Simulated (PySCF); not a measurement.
Bonds (- single, = double, # triple, : aromatic): C1#C2 1.221 Å, C2-Ga3 1.925 Å, Ga3-C4 1.958 Å. C1 carries H5; Ga3 carries H6; C4 carries H7, H8, H9.

Geometry: PBE0-D3(BJ)/def2-SVP; GIAO shifts from PySCF, gas phase, non-relativistic, averaged over equivalent atoms.

At PBE0/pcSseg-1 (117 basis functions, 7.6 s wall time on 1 thread of an Arm Neoverse V1, shared host):
| atoms | δ (ppm) |
| --- | --- |
| C1 | 111.2 |
| C2 | 99.9 |
| C4 | -0.6 |
| Ga3 | 527.2 |
| H6 | 5.77 |
| H5 | 2.78 |
| H7/H8/H9 | 0.30 |

δ = σ(ref) − σ, references computed at the same level: 13C (184.41 ppm), 1H (31.27 ppm) against TMS; GaH4- for 71Ga (1710.18 ppm).

Predict the values at HF/pcSseg-2 on the same geometry.

Results:


| atoms | δ at HF/pcSseg-2 | change |
| --- | --- | --- |
| C1 | 117.4 | +6.2 |
| C2 | 97.2 | -2.7 |
| C4 | -5.6 | -5.0 |
| Ga3 | 404.6 | -122.6 |
| H6 | 5.07 | -0.70 |
| H5 | 2.89 | +0.11 |
| H7/H8/H9 | 0.05 | -0.25 |

References, each an isolated molecule treated in the same way: TMS for 13C (σ = 191.47 ppm) and 1H (σ = 31.68 ppm); GaH4- for 71Ga (σ = 1830.58 ppm).

The largest change is at Ga3 (Ga bonded to 2 C, H). Cost: 241 basis functions, 13 s wall time on 1 thread of an Arm Neoverse V1, shared host. The order of the carbon signals is the same at both levels.

Relativistic effects, spin–orbit coupling among them, are left out; they matter for Ga and for the light atoms bonded to it.
